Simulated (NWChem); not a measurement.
System: C₄H₄O₂; SMILES C1(=O)CC(C1)=O

NWChem input:

```
start job
memory heap 200 mb stack 900 mb global 1100 mb
geometry units angstroms noautosym nocenter noautoz
  O      0.000000     2.264924     0.000000
  C      0.000000     1.063196     0.000000
  C      1.121519     0.000000     0.000000
  C      0.000000    -1.063196     0.000000
  O      0.000000    -2.264924     0.000000
  C     -1.121519     0.000000     0.000000
  H      1.765650     0.000000     0.888134
  H      1.765650     0.000000    -0.888134
  H     -1.765650     0.000000    -0.888134
  H     -1.765650     0.000000     0.888134
end
basis spherical
  * library 6-31g*
end
dft
  xc b3lyp
  iterations 150
end
cosmo
  do_cosmo_smd true
  solvent water
end
task dft energy
```

NWChem printed, in part:

```
             Northwest Computational Chemistry Package (NWChem) 7.3.0
             --------------------------------------------------------

                             Geometry "geometry" -> ""
                             -------------------------

 Output coordinates in angstroms (scale by  1.889725989 to convert to a.u.)

  No.       Tag          Charge          X              Y              Z
 ---- ---------------- ---------- -------------- -------------- --------------
    1 O                    8.0000     0.00000000     2.26492400     0.00000000
    2 C                    6.0000     0.00000000     1.06319600     0.00000000
    3 C                    6.0000     1.12151900     0.00000000     0.00000000
    4 C                    6.0000     0.00000000    -1.06319600     0.00000000
    5 O                    8.0000     0.00000000    -2.26492400     0.00000000
    6 C                    6.0000    -1.12151900     0.00000000     0.00000000
    7 H                    1.0000     1.76565000     0.00000000     0.88813400
    8 H                    1.0000     1.76565000     0.00000000    -0.88813400
    9 H                    1.0000    -1.76565000     0.00000000    -0.88813400
   10 H                    1.0000    -1.76565000     0.00000000     0.88813400

 Effective nuclear repulsion energy (a.u.)     211.5039931309

                                 NWChem DFT Module
                                 -----------------

 Summary of "ao basis" -> "ao basis" (spherical)
 ------------------------------------------------------------------------------
       Tag                 Description            Shells   Functions and Types
 ---------------- ------------------------------  ------  ---------------------
 O                           6-31g*                  6       14   3s2p1d
 C                           6-31g*                  6       14   3s2p1d
 H                           6-31g*                  2        2   2s

 in cosmo_initialize ...
 calling solv_data for solv:h2o

 solvent parameters
 solvname_short: h2o
 solvname_long:  water
 dielec:       78.4000
 dielecinf:     1.7769
 aqueous SMD model solvent descriptors
 dielec:       78.4000
 sola:          0.8200

          ---------------
          -cosmo- solvent
          ---------------
 Cosmo: York-Karplus, doi: 10.1021/jp992097l
 dielectric constant -eps-     =  78.40
 screen = (eps-1)/(eps    )    =   0.98724
 surface charge correction     = lagrangian

   van der Waals surface
 --------------------------

[...]

                                COSMO-SMD solvation results
                                ---------------------------

             internal energy in gas <Psi(g)|H|Psi(g)> =      -305.228886095651
         internal energy in solvent <Psi(s)|H|Psi(s)> =      -305.224646563229
                               delta internal energy  =         0.004239532423 (    2.66 kcal/mol)
   total free energy in solvent <Psi(s)|H+V/2|Psi(s)> =      -305.246734390696
 polarization energy contribution <Psi(s)|V/2|Psi(s)> =        -0.022087827467 (  -13.86 kcal/mol)
    total free energy in solvent including G(SMD-CDS) =      -305.240147241106
                       G(SMD-CDS) energy contribution =         0.006587149590 (    4.13 kcal/mol)
     1 M fixed-concentration free energy of solvation =        -0.011261145454 (   -7.07 kcal/mol)

                       DFT Final Molecular Orbital Analysis
                       ------------------------------------

 Vector   20  Occ=2.000000D+00  E=-3.632381D-01
              MO Center=  3.1D-09, -3.9D-08,  2.1D-11, r^2= 4.5D+00
   Bfn.  Coefficient  Atom+Function         Bfn.  Coefficient  Atom+Function
  ----- ------------  ---------------      ----- ------------  ---------------
     5      0.348433   1 O  pz               61      0.348433   5 O  pz
     9      0.234035   1 O  pz               65      0.234035   5 O  pz
    33     -0.186128   3 C  pz               75     -0.186128   6 C  pz
    19      0.145009   2 C  pz               47      0.145009   4 C  pz
    37     -0.118261   3 C  pz               79     -0.118261   6 C  pz

 Vector   21  Occ=2.000000D+00  E=-2.803227D-01
              MO Center= -8.9D-09,  3.6D-08, -3.3D-10, r^2= 3.9D+00
   Bfn.  Coefficient  Atom+Function         Bfn.  Coefficient  Atom+Function
  ----- ------------  ---------------      ----- ------------  ---------------
     3      0.339772   1 O  px               59      0.339772   5 O  px
    34     -0.319270   3 C  s                76      0.319270   6 C  s
    31      0.273849   3 C  px               73      0.273849   6 C  px
     7      0.244843   1 O  px               63      0.244843   5 O  px
    35      0.214105   3 C  px               77      0.214105   6 C  px

 Vector   22  Occ=2.000000D+00  E=-2.516021D-01
              MO Center= -1.1D-09, -4.2D-08, -1.0D-10, r^2= 4.3D+00
   Bfn.  Coefficient  Atom+Function         Bfn.  Coefficient  Atom+Function
  ----- ------------  ---------------      ----- ------------  ---------------
     3      0.387768   1 O  px               59     -0.387768   5 O  px
     7      0.294591   1 O  px               63     -0.294591   5 O  px
    32     -0.274785   3 C  py               74      0.274785   6 C  py
    36     -0.176538   3 C  py               78      0.176538   6 C  py
    17     -0.149564   2 C  px               45      0.149564   4 C  px

 Vector   23  Occ=0.000000D+00  E=-5.346640D-02
              MO Center=  1.0D-09,  1.4D-08, -9.8D-10, r^2= 3.7D+00
   Bfn.  Coefficient  Atom+Function         Bfn.  Coefficient  Atom+Function
  ----- ------------  ---------------      ----- ------------  ---------------
    86     -0.363967   7 H  s                88      0.363967   8 H  s
    90      0.363967   9 H  s                92     -0.363967  10 H  s
    19      0.340076   2 C  pz               47      0.340076   4 C  pz
     5     -0.255665   1 O  pz                9     -0.256381   1 O  pz
    23      0.255166   2 C  pz               51      0.255166   4 C  pz

[...]
```

Level: B3LYP/6-31G* (spherical d), SMD on the gas-phase geometry. The geometry was optimised at B3LYP/6-31G* (spherical d). Solvent: water.
